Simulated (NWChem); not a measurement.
C$_{3}$H$_{10}$Si; SMILES CC[SiH2]C

Results from NWChem. All runs use the structure optimised with PBE0/def2-SVP. Level: PBE0/def2-SVP with SMD, gas-phase geometry; reactions with the solvents are ignored. One conformer.

| SMD term (kcal/mol) | water | toluene |
|---|---|---|
| distortion of the solute's density | 0.17 | 0.05 |
| polarisation | -1.49 | -0.79 |
| cavity, dispersion and structure | 4.00 | -1.20 |

**Question.** Sum the solvation free energies, find the transfer free energy from water to toluene and the partition coefficient at 298.15 K.

**Answer.** 
1. ΔG(solv, water) = 2.68 kcal/mol and ΔG(solv, toluene) = -1.94 kcal/mol (1 M gas to 1 M solution).
2. Transfer: -1.94 − (2.68) = -4.62 kcal/mol.
3. log₁₀ K(toluene/water) = −ΔG/(RT ln 10) = 4.62/1.364 = 3.4, so the model puts more of the solute in toluene.
4. Of the transfer energy, 0.58 kcal/mol is electrostatic and -5.20 comes from the non-electrostatic term. The two phases are taken as the pure solvents.
